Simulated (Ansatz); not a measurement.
A nudged elastic band was laid between two geometries of ClFGeH2 + H2 (7 atoms, charge 0, multiplicity 1).

Level of theory: RHF/def2-SVP in Ansatz 0.2.0.

```json
{
  "movable images": "9",
  "climbing image": "yes",
  "spring": "5.0 eV/Å²",
  "optimiser": "quadratic models (default)",
  "start path": "through a guess of the saddle point",
  "force threshold": "0.05 eV/Å",
  "iteration limit": "60",
  "end points": "relaxed"
}
```

Image 0:

```xyz
7
Properties=species:S:1:pos:R:3
Ge 0.559 -0.061 -0.050
Cl 0.750 0.008 2.086
H 1.934 0.072 -0.678
F -0.346 1.324 -0.510
H -0.251 -1.283 -0.442
H -3.114 0.169 1.035
H -2.845 -0.111 1.674
```

Image 10:

```xyz
7
Properties=species:S:1:pos:R:3
Ge -0.214 0.260 -0.541
Cl -0.558 -0.930 3.001
H 0.982 0.869 0.184
F -0.138 0.849 -2.170
H -0.143 -1.261 -0.639
H -1.548 0.749 0.016
H -1.693 -0.419 3.265
```

Q: Which bonds break or form, and what moves?

A: Bonds broken: Ge1–Cl2, H6–H7. Bonds formed: Ge1–H6, Cl2–H7. ClFGeH2 + H2 becomes ClH + FGeH3.

Q: What energy profile does the band end with?

A: The run converged. The highest image is number 5 of 0 to 10, 59.2 kcal/mol above the first end and 50.3 kcal/mol above the last; the last end lies 9.0 kcal/mol above the first. A structure lower than the first end lies on the path between it and the top, so the climb from that side starts below the end, which may itself be a saddle point or a shallow side well. Neighbouring images differ by up to 1.4 eV, so the band resolves the path poorly. A vibrational analysis at the climbing image gives one clearly imaginary mode, 1059i cm⁻¹: a first-order saddle point. The orbitals stay closed-shell, which can raise the energy where a bond breaks towards radicals; this wasn't checked here.

```json
{"image": "0", "path coordinate (Å)": "0.00", "energy (kcal/mol)": "0.0", "Ge1–Cl2 (Å)": "2.15", "H6–H7 (Å)": "0.75", "Ge1–H6 (Å)": "3.84"}
{"image": "1", "path coordinate (Å)": "1.01", "energy (kcal/mol)": "-0.2", "Ge1–Cl2 (Å)": "2.14", "H6–H7 (Å)": "0.75", "Ge1–H6 (Å)": "3.77"}
{"image": "2", "path coordinate (Å)": "2.01", "energy (kcal/mol)": "0.3", "Ge1–Cl2 (Å)": "2.15", "H6–H7 (Å)": "0.75", "Ge1–H6 (Å)": "3.80"}
{"image": "3", "path coordinate (Å)": "3.01", "energy (kcal/mol)": "5.2", "Ge1–Cl2 (Å)": "2.16", "H6–H7 (Å)": "0.74", "Ge1–H6 (Å)": "3.14"}
{"image": "4", "path coordinate (Å)": "4.01", "energy (kcal/mol)": "27.3", "Ge1–Cl2 (Å)": "2.25", "H6–H7 (Å)": "0.74", "Ge1–H6 (Å)": "2.41"}
{"image": "5", "path coordinate (Å)": "5.02", "energy (kcal/mol)": "59.2", "Ge1–Cl2 (Å)": "2.65", "H6–H7 (Å)": "0.89", "Ge1–H6 (Å)": "1.75"}
{"image": "6", "path coordinate (Å)": "5.54", "energy (kcal/mol)": "32.3", "Ge1–Cl2 (Å)": "2.86", "H6–H7 (Å)": "1.35", "Ge1–H6 (Å)": "1.58"}
{"image": "7", "path coordinate (Å)": "6.06", "energy (kcal/mol)": "15.5", "Ge1–Cl2 (Å)": "3.23", "H6–H7 (Å)": "1.77", "Ge1–H6 (Å)": "1.53"}
{"image": "8", "path coordinate (Å)": "6.58", "energy (kcal/mol)": "10.7", "Ge1–Cl2 (Å)": "3.51", "H6–H7 (Å)": "2.26", "Ge1–H6 (Å)": "1.53"}
{"image": "9", "path coordinate (Å)": "7.11", "energy (kcal/mol)": "9.3", "Ge1–Cl2 (Å)": "3.64", "H6–H7 (Å)": "2.82", "Ge1–H6 (Å)": "1.53"}
{"image": "10", "path coordinate (Å)": "7.63", "energy (kcal/mol)": "9.0", "Ge1–Cl2 (Å)": "3.75", "H6–H7 (Å)": "3.46", "Ge1–H6 (Å)": "1.53"}
```

Q: What is the geometry of the highest image?

A: 
```xyz
7
Properties=species:S:1:pos:R:3
Ge -0.221 -0.023 -0.078
Cl -0.103 -0.896 2.419
H 1.110 0.634 0.161
F -0.918 0.933 -1.350
H -0.547 -1.432 -0.484
H -1.492 0.693 0.894
H -1.141 0.207 1.552
```

Time of the run: 3.5 min on 1 thread of Intel(R) Xeon(R) 6975P-C (Granite Rapids), with other jobs on the host, peak memory 0.18 GiB.
